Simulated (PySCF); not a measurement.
SMILES CN(C)BN (C₂H₉BN₂), B3LYP/def2-SVP optimised geometry.

```
14

B     -0.54     0.01     0.00
H     -1.11     1.08     0.00
N     -1.35    -1.15     0.00
H     -2.36    -1.09     0.00
H     -1.01    -2.11     0.00
N      0.88     0.01     0.00
C      1.64     1.24     0.00
C      1.70    -1.18     0.00
H      2.30     1.31     0.89
H      2.30     1.31    -0.89
H      0.97     2.11     0.00
H      2.36    -1.22    -0.89
H      2.36    -1.22     0.89
H      1.09    -2.09     0.00
```

Density from B3LYP/def2-TZVP (PySCF) at that geometry.

Minimum of the electron density along straight lines between bonded atoms, close to the bond critical point (lines longer than 1.1 times the sum of covalent radii, or with two minima, are not listed):

```
bond    length / Å  ρ at the minimum / e bohr⁻³  ∇²ρ there / e bohr⁻⁵  position (fraction from the first atom)
------  ----------  ---------------------------  --------------------  ---------------------------------------
B1–H2        1.211                        0.178                 -0.34                                     0.43
B1–N3        1.415                        0.205                  0.53                                     0.33
N3–H4        1.011                        0.338                 -1.66                                     0.74
N3–H5        1.012                        0.337                 -1.62                                     0.73
B1–N6        1.422                        0.203                  0.50                                     0.33
N6–C7        1.448                        0.274                 -0.73                                     0.60
N6–C8        1.446                        0.276                 -0.73                                     0.59
C7–H9        1.109                        0.272                 -0.92                                     0.64
C7–H10       1.109                        0.272                 -0.92                                     0.64
C7–H11       1.098                        0.280                 -0.97                                     0.65
C8–H12       1.108                        0.272                 -0.92                                     0.64
C8–H13       1.108                        0.272                 -0.92                                     0.64
C8–H14       1.099                        0.278                 -0.95                                     0.64
```
